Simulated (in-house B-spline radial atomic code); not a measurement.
Total energies of neutral atoms against the large-Z expansion E = -0.768745 Z^(7/3) + Z²/2 - 0.269900 Z^(5/3) hartree (Thomas-Fermi, Scott, and Dirac-Schwinger terms). The Hartree-Fock values are computed with an all-electron radial atomic-structure program (B-spline basis): non-relativistic, point nucleus, average of the ground configuration.

```json
{"atom": "Ge", "Thomas-Fermi": "-2499.19", "three terms": "-2074.24", "Hartree-Fock": "-2075.340", "three terms less HF": "1.10"}
{"atom": "As", "Thomas-Fermi": "-2685.23", "three terms": "-2232.36", "Hartree-Fock": "-2234.172", "three terms less HF": "1.81"}
{"atom": "Se", "Thomas-Fermi": "-2878.94", "three terms": "-2397.25", "Hartree-Fock": "-2399.843", "three terms less HF": "2.59"}
{"atom": "Br", "Thomas-Fermi": "-3080.40", "three terms": "-2568.98", "Hartree-Fock": "-2572.441", "three terms less HF": "3.46"}
{"atom": "Kr", "Thomas-Fermi": "-3289.69", "three terms": "-2747.62", "Hartree-Fock": "-2752.055", "three terms less HF": "4.43"}
{"atom": "Rb", "Thomas-Fermi": "-3506.87", "three terms": "-2933.25", "Hartree-Fock": "-2938.357", "three terms less HF": "5.10"}
{"atom": "Sr", "Thomas-Fermi": "-3732.02", "three terms": "-3125.95", "Hartree-Fock": "?", "three terms less HF": "?"}
{"atom": "Zr", "Thomas-Fermi": "-4206.51", "three terms": "-3532.78", "Hartree-Fock": "-3538.969", "three terms less HF": "6.18"}
{"atom": "Nb", "Thomas-Fermi": "-4455.99", "three terms": "-3747.07", "Hartree-Fock": "-3753.491", "three terms less HF": "6.42"}
{"atom": "Mo", "Thomas-Fermi": "-4713.72", "three terms": "-3968.69", "Hartree-Fock": "-3975.369", "three terms less HF": "6.68"}
{"atom": "Tc", "Thomas-Fermi": "-4979.76", "three terms": "-4197.71", "Hartree-Fock": "?", "three terms less HF": "?"}
{"atom": "Ru", "Thomas-Fermi": "-5254.18", "three terms": "-4434.19", "Hartree-Fock": "-4441.456", "three terms less HF": "7.26"}
{"atom": "Rh", "Thomas-Fermi": "-5537.05", "three terms": "-4678.21", "Hartree-Fock": "-4685.837", "three terms less HF": "7.63"}
{"atom": "Pd", "Thomas-Fermi": "-5828.42", "three terms": "-4929.81", "Hartree-Fock": "-4937.921", "three terms less HF": "8.11"}
```

(1) What is the Hartree-Fock energy of Tc?

(2) What is the Hartree-Fock energy of Sr?

(3) How good is each level?

Answers

(1) -4204.607 hartree; the three-term formula lies 6.90 hartree (0.16 %) above it.

(2) -3131.546 hartree; the three-term formula lies 5.60 hartree (0.18 %) above it.

(3) Over these atoms Thomas-Fermi alone overbinds by 18.0 to 20.4 %, and the three-term formula is within 0.18 %; what remains oscillates with the shell structure.
